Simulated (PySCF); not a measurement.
## `N#C[Se]C[Se-]`, [C$_{2}$H$_{2}$NSe$_{2}$]-, charge -1

Cartesian coordinates in Å; atom numbers follow the order of the lines, from 1:
```xyz
7

N     2.657   -1.223    0.685
C     1.842   -0.807   -0.040
Se    0.492   -0.122   -1.149
C    -0.945    0.407    0.107
Se   -2.291    1.099   -1.087
H    -1.238   -0.497    0.660
H    -0.513    1.148    0.796
```

Total charge -1.

Method: GIAO BHandHLYP/aug-pcSseg-1 magnetisability, rotational g tensor and spin-rotation constants, non-relativistic, gas phase (PySCF). Geometry: PBE0-D3(BJ)/def2-SVP.

The calculation is non-relativistic, which matters for the atoms heavier than Zn. For an ion the centre-of-mass motion in the field is neglected.

(1) How diamagnetic is it, and how anisotropic?

(2) Split it along the inertial axes a, b, c into diamagnetic and paramagnetic parts about the centre of mass, with the quadrupole moment.

(3) And the rotational g tensor?

Results:

(1) Isotropic -1402 × 10⁻³⁰ J/T², or -84.4 × 10⁻⁶ cm³/mol; principal values -1692, -1284, -1229 × 10⁻³⁰ J/T², anisotropy 439 × 10⁻³⁰ J/T² (root of half the summed squared differences of the principal values). The susceptibility is in cgs units.

(2) 
| axis | χ (10⁻⁶ cm³/mol) | diamagnetic (10⁻⁶ cm³/mol) | paramagnetic (10⁻⁶ cm³/mol) | summed x² of all electrons (Å²) | quadrupole Θ (D Å) |
| --- | --- | --- | --- | --- | --- |
| a | -100.0 | -227.5 | 127.5 | 328.3 | -38.77 |
| b | -79.3 | -1454.8 | 1375.6 | 39.0 | +20.38 |
| c | -74.0 | -1558.0 | 1484.0 | 14.6 | +18.39 |

Anisotropies 2χaa − χbb − χcc = -46.8 and 2χbb − χaa − χcc = +15.5 × 10⁻⁶ cm³/mol. Θ is traceless in Buckingham's convention.

(3) 
| axis | rotational constant (GHz) | g | nuclear part | electronic part |
| --- | --- | --- | --- | --- |
| a | 9.7243 | -0.0425 | 0.5399 | -0.5824 |
| b | 0.7484 | -0.0228 | 0.4608 | -0.4836 |
| c | 0.6981 | -0.0226 | 0.4641 | -0.4867 |

Asymmetric top; isotopes 12C, 1H, 14N, 80Se; no vibrational averaging.
